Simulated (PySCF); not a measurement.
C2H6FMgN, SMILES C[N](C)[Mg][F].

Geometry optimised at PBE-D3(BJ)/def2-SVP. One conformer was computed; it need not be the lowest.

Method: PBE-D3(BJ)/def2-SVP in PySCF 2.14.0.

Frequencies are harmonic and unscaled.

```csv
mode,ν (cm⁻¹),IR (km/mol),moving atoms (share of kinetic energy)
1,80,10.8,"C 32 %, F 30 %, H 17 %, Mg 13 %"
2,112,17.2,"Mg 35 %, F 26 %, H 23 %, N 9 %"
3,155,38.2,"H 41 %, Mg 29 %, N 26 %"
4,204,62.2,"Mg 53 %, C 19 %, N 13 %, H 8 %"
5,254,0.0,H 97 %
6,287,21.0,"H 62 %, N 32 %"
7,310,0.7,"C 40 %, H 28 %, F 20 %, Mg 12 %"
8,499,0.1,"C 29 %, H 24 %, F 23 %, N 23 %"
9,783,45.7,"Mg 54 %, F 35 %, C 8 %"
10,989,88.8,"C 40 %, H 34 %, N 22 %"
11,1054,0.3,"H 74 %, C 24 %"
12,1070,0.0,"H 80 %, C 20 %"
13,1113,1.3,"H 69 %, C 20 %, N 11 %"
14,1198,87.1,"N 58 %, C 34 %, H 8 %"
15,1234,24.6,"H 39 %, N 36 %, C 24 %"
16,1382,6.9,"H 87 %, C 12 %"
17,1385,0.0,H 97 %
18,1387,1.6,H 97 %
19,1408,26.2,"H 82 %, C 18 %"
20,1431,21.1,H 96 %
21,1449,0.1,H 96 %
22,2846,97.5,H 97 %
23,2854,190.5,H 97 %
24,2879,129.6,"H 91 %, C 9 %"
25,2894,0.0,"H 90 %, C 10 %"
26,2994,39.6,"H 91 %, C 9 %"
27,2995,35.7,"H 91 %, C 9 %"
```
